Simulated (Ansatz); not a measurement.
Ansatz (a program for electronic structure) input file for C2H4ClGa, SMILES C=[CH][GaH][Cl], PBE-D3(BJ)/def2-SVP. 

Ansatz 0.2 input:
```yaml
crystal:
  periodic: [false, false, false]
  atoms:
    - {symbol: Ga, position_ang: [-0.72661357, 0.07450026, 0.00000000]}
    - {symbol: H, position_ang: [-2.17287608, 0.65245954, 0.00000000]}
    - {symbol: Cl, position_ang: [0.86541239, 1.55715158, 0.00000000]}
    - {symbol: C, position_ang: [-0.06746549, -1.75492888, 0.00000000]}
    - {symbol: C, position_ang: [1.25266566, -2.01132623, 0.00000000]}
    - {symbol: H, position_ang: [-0.76865051, -2.59949760, 0.00000000]}
    - {symbol: H, position_ang: [1.65061671, -3.03364504, 0.00000000]}
    - {symbol: H, position_ang: [1.99271902, -1.20287099, 0.00000000]}
basis:
  gaussian:
    orbitals: def2-SVP
hamiltonian:
  xc: pbe
  dispersion: d3bj
relax: {f_tol: 0.002, max_steps: 200}
```

Log of the run:

```
WARN ansatz: RAYON_NUM_THREADS=1 ignored (pool sized by the plan → 1); use --threads N
Functional definition: PBE
integrals: 0.05 GiB planned
1098 factors; their error is unknown
mean field: 0.25 GiB planned
mean field evaluation 1: about -67004.0301 eV, gradient 5.9e1 eV
mean field evaluation 2: about -66965.2301 eV, gradient 1.2e2 eV
mean field evaluation 4: about -67011.8532 eV, gradient 1.3e1 eV
mean field evaluation 8: about -67012.2619 eV, gradient 5.9e-2 eV
mean field evaluation 16: about -67012.2049 eV, gradient 5.0e-5 eV
mean field -67012.20485874 eV, -2462.6531060549 hartree, gradient 5.0e-5 eV, S^2 0.000000; 0 other end points of the search recorded, 0 dependent functions left out
the calculation of the forces begins
reference -67012.20489524 eV, -2462.6531073960 hartree; 32, 32 occupied and 66, 66 virtual orbitals, 1098 factors
relax step   1: F+E_penalty+E_count = -67012.37005346 eV  Δ(F+E_penalty+E_count) = +0.000e0 eV  max|allowed force component| = 2.642e-1 eV/Å  Δτ_max = 0.0000 Å  (30 SCF iters, accepted)
these checks for a lower state are left out or cut short: starts, cluster_reference, orbital_swaps, neighbouring_geometries, increment
integrals: 0.05 GiB planned
1098 factors; their error is unknown
mean field: 0.25 GiB planned
mean field -67012.21097798 eV, -2462.6533309326 hartree, gradient 9.8e-6 eV, S^2 0.000000; 0 other end points of the search recorded, 0 dependent functions left out
the calculation of the forces begins
reference -67012.21101455 eV, -2462.6533322767 hartree; 32, 32 occupied and 66, 66 virtual orbitals, 1098 factors
relax step   2: F+E_penalty+E_count = -67012.37573984 eV  Δ(F+E_penalty+E_count) = -5.686e-3 eV  max|allowed force component| = 6.929e-2 eV/Å  Δτ_max = 0.0141 Å  (33 SCF iters, accepted)
these checks for a lower state are left out or cut short: starts, cluster_reference, orbital_swaps, neighbouring_geometries, increment
integrals: 0.05 GiB planned
1098 factors; their error is unknown
mean field: 0.25 GiB planned
mean field evaluation 32: about -67012.2115 eV, gradient 9.8e-6 eV
mean field -67012.21148012 eV, -2462.6533493861 hartree, gradient 9.8e-6 eV, S^2 0.000000; 0 other end points of the search recorded, 0 dependent functions left out
the calculation of the forces begins
reference -67012.21151671 eV, -2462.6533507309 hartree; 32, 32 occupied and 66, 66 virtual orbitals, 1098 factors
relax step   3: F+E_penalty+E_count = -67012.37612570 eV  Δ(F+E_penalty+E_count) = -3.859e-4 eV  max|allowed force component| = 9.509e-3 eV/Å  Δτ_max = 0.0035 Å  (34 SCF iters, accepted)
these checks for a lower state are left out or cut short: starts, cluster_reference, orbital_swaps, neighbouring_geometries, increment
integrals: 0.05 GiB planned
1098 factors; their error is unknown
mean field: 0.25 GiB planned
mean field -67012.21146597 eV, -2462.6533488661 hartree, gradient 1.8e-5 eV, S^2 0.000000; 0 other end points of the search recorded, 0 dependent functions left out
the calculation of the forces begins
reference -67012.21150256 eV, -2462.6533502109 hartree; 32, 32 occupied and 66, 66 virtual orbitals, 1098 factors
relax step   4: F+E_penalty+E_count = -67012.37613161 eV  Δ(F+E_penalty+E_count) = -5.910e-6 eV  max|allowed force component| = 4.462e-3 eV/Å  Δτ_max = 0.0011 Å  (22 SCF iters, accepted)
these checks for a lower state are left out or cut short: starts, cluster_reference, orbital_swaps, neighbouring_geometries, increment
integrals: 0.05 GiB planned
1098 factors; their error is unknown
mean field: 0.25 GiB planned
mean field -67012.21143583 eV, -2462.6533477586 hartree, gradient 1.8e-5 eV, S^2 0.000000; 0 other end points of the search recorded, 0 dependent functions left out
the calculation of the forces begins
reference -67012.21147242 eV, -2462.6533491032 hartree; 32, 32 occupied and 66, 66 virtual orbitals, 1098 factors
relax step   5: F+E_penalty+E_count = -67012.37613410 eV  Δ(F+E_penalty+E_count) = -2.486e-6 eV  max|allowed force component| = 9.092e-4 eV/Å  Δτ_max = 0.0016 Å  (22 SCF iters, accepted)
integrals: 0.05 GiB planned
1098 factors; their error is unknown
mean field: 0.25 GiB planned
mean field evaluation 64: about -67012.2114 eV, gradient 1.4e-3 eV
mean field -67012.21143583 eV, -2462.6533477586 hartree, gradient 1.7e-5 eV, S^2 0.000000; 1 other end points of the search recorded, 0 dependent functions left out
the calculation of the forces begins
reference -67012.21147242 eV, -2462.6533491032 hartree; 32, 32 occupied and 66, 66 virtual orbitals, 1098 factors
Total energy: -67012.37617069 eV, -2462.6594016528 hartree
Atom 0 at    -0.731016     0.076287    -0.000000 Å, force    -0.000866     0.000714    -0.000000 eV/Å
Atom 1 at    -2.185413     0.664757    -0.000000 Å, force    -0.000030    -0.000280     0.000000 eV/Å
Atom 2 at     0.869473     1.561088     0.000000 Å, force     0.000275    -0.000499     0.000000 eV/Å
Atom 3 at    -0.067872    -1.758936     0.000000 Å, force     0.000909     0.000483     0.000000 eV/Å
Atom 4 at     1.257708    -2.014302     0.000000 Å, force    -0.000009    -0.000288    -0.000000 eV/Å
Atom 5 at    -0.777189    -2.606772    -0.000000 Å, force    -0.000131    -0.000041    -0.000000 eV/Å
Atom 6 at     1.659964    -3.043798    -0.000000 Å, force     0.000074    -0.000095     0.000000 eV/Å
Atom 7 at     2.000154    -1.196482    -0.000000 Å, force    -0.000222     0.000005    -0.000000 eV/Å
Dipole moment:    -0.159647    -0.442358    -0.000000 e Å
```

Self-consistency was reached.
